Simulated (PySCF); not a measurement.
## PBEsol on N⁺ (nitrogen, charge +1)

Configuration: [He] 2s2 2p2, high-spin 3P determinant. Computed with PySCF 2.14 in def2-TZVPPD (6s3p3d1f, 37 functions), with the non-relativistic Hamiltonian (point nucleus).

| Property | Result |
| --- | --- |
| Total energy | -53.7821 hartree |
| One-electron energy | -70.0300 hartree |
| Hartree (Coulomb) energy | 22.3240 hartree |
| Exchange-correlation energy | -6.0761 hartree |
| Kinetic energy | 53.63933 hartree |
| ⟨S²⟩ | 2.0019 |
| ⟨L²⟩ | 2.004 |
| Sum of ⟨r⟩ | 5.474 bohr |
| Sum of ⟨r²⟩ | 7.876 bohr² |
| Traceless quadrupole moment −½Σ⟨3z² − r²⟩ along its main axis | 0.743 e·bohr² |
| Density at the nucleus (Gaussians lack the cusp) | 200 bohr⁻³ |
| Spin density at the nucleus | -0.128 bohr⁻³ |
| Langevin diamagnetic susceptibility | -6.24 ×10⁻⁶ cm³/mol |

| shell | electrons | mean orbital energy (hartree) | rms radius, mean of both spins (bohr) |
| --- | --- | --- | --- |
| 1s α | 1 | -14.68625 | 0.268 |
| 1s β | 1 | -14.64003 | 0.268 |
| 2s α | 1 | -1.22747 | 1.37 |
| 2s β | 1 | -1.09799 | 1.37 |
| 2p α | 2 | -0.80487 | 1.41 |
